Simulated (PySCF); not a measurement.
C2H5FSi2. Atoms are numbered in the order given.

```xyz
10

C      2.0621     1.9414     0.2704
C      1.3372     1.0164    -0.0908
Si     0.1810    -0.3185    -0.5825
F      0.8120    -1.7705    -0.1345
Si    -1.8631    -0.0011     0.5331
H      2.7070     2.7531     0.5832
H      0.0481    -0.3246    -2.0779
H     -2.8378    -1.0908     0.1767
H     -1.6326    -0.0044     2.0191
H     -2.4387     1.3279     0.1218
```

The structure is a stationary point at PBE-D3(BJ)/def2-SVP. The structure was generated by enumeration; whether it is a known compound was not checked.

These are PBE-D3(BJ)/def2-SVP in PySCF values and carry that method's errors.

Frequencies are harmonic and unscaled.

Give all harmonic wavenumbers and intensities. (The exact figures need the calculation; the answer reports its results.)


| mode | ν (cm⁻¹) | IR (km/mol) | moving atoms (share of kinetic energy) |
|---|---|---|---|
| 1 | 85 | 0.4 | C 37 %, Si 36 %, H 19 % |
| 2 | 98 | 0.2 | H 95 % |
| 3 | 149 | 1.4 | C 37 %, F 26 %, Si 20 %, H 17 % |
| 4 | 155 | 5.1 | F 53 %, Si 23 %, H 14 %, C 10 % |
| 5 | 278 | 19.3 | C 66 %, H 24 %, Si 10 % |
| 6 | 339 | 28.9 | C 57 %, Si 16 %, F 15 %, H 12 % |
| 7 | 404 | 1.1 | Si 57 %, H 24 %, C 12 % |
| 8 | 487 | 13.1 | H 80 %, Si 13 % |
| 9 | 516 | 25.9 | H 58 %, Si 35 % |
| 10 | 632 | 54.4 | C 45 %, Si 42 %, H 11 % |
| 11 | 686 | 22.4 | H 76 %, C 24 % |
| 12 | 720 | 22.6 | H 76 %, C 24 % |
| 13 | 743 | 312.5 | H 85 %, Si 12 % |
| 14 | 789 | 18.6 | H 80 %, F 17 % |
| 15 | 832 | 93.9 | H 81 %, Si 15 % |
| 16 | 869 | 65.2 | Si 37 %, F 35 %, H 28 % |
| 17 | 896 | 43.4 | H 97 % |
| 18 | 902 | 82.9 | H 88 %, Si 8 % |
| 19 | 2081 | 45.4 | C 90 %, H 9 % |
| 20 | 2154 | 48.3 | H 99 % |
| 21 | 2170 | 75.0 | H 96 % |
| 22 | 2172 | 15.1 | H 97 % |
| 23 | 2179 | 143.4 | H 96 % |
| 24 | 3388 | 53.9 | H 86 %, C 14 % |
